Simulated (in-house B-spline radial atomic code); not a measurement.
**Ionising K³⁺ with different functionals**

Computed with a radial B-spline atomic code at the basis-set limit: scalar-relativistic (spin-free X2C) Hamiltonian, Fermi nucleus of rms radius 3.4349 fm, spin-polarised at highest spin, spherical fractional occupations for the functionals, and exact exchange of hybrids averaged over the configuration. The ionisation energy is the difference of two self-consistent energies, [Ne] 3s2 3p4 → [Ne] 3s2 3p3, without Breit or QED terms; ε is the level of the shell that loses the electron (its least bound occupied spin orbital).

```
   method                    rung  ΔSCF (eV)  -ε(3p) (eV)
     PBE0           global hybrid          ?            ?
    B3LYP           global hybrid      60.93        54.94
    TPSSh           global hybrid      60.58        53.98
BHandHLYP           global hybrid      60.74        57.23
  r2SCAN0           global hybrid      60.39        55.15
    B97-1           global hybrid      60.77        54.94
    HSE06  range-separated hybrid      60.71        54.83
    wB97X  range-separated hybrid          ?            ?
CAM-B3LYP  range-separated hybrid      60.93        56.89
  LC-wPBE  range-separated hybrid      60.92        58.47
```

(1) What does wB97X give?

(2) What does PBE0 give?

(3) Among the functionals, which spreads more, the ΔSCF values or the orbital energies?

(4) How do they compare with the NIST value?

Results:

(1) ΔSCF 60.77 eV, and -ε(3p) = 57.95 eV.

(2) ΔSCF 60.70 eV, and -ε(3p) = 55.25 eV.

(3) The orbital energies: ΔSCF values span about 0.54 eV and the orbital energies 4.49 eV; here energy differences depend much less on the functional than eigenvalues do.

(4) NIST lists 60.92 eV ± 0.019 (semi-empirical, ground level to ground level). Errors run from -0.53 to +0.01 eV; LC-wPBE is closest (+0.00 eV), though others lie within the uncertainty of it, and part of that can be cancellation, since the calculations leave out spin-orbit coupling, Breit-QED terms, multiplet and fine-structure energies.
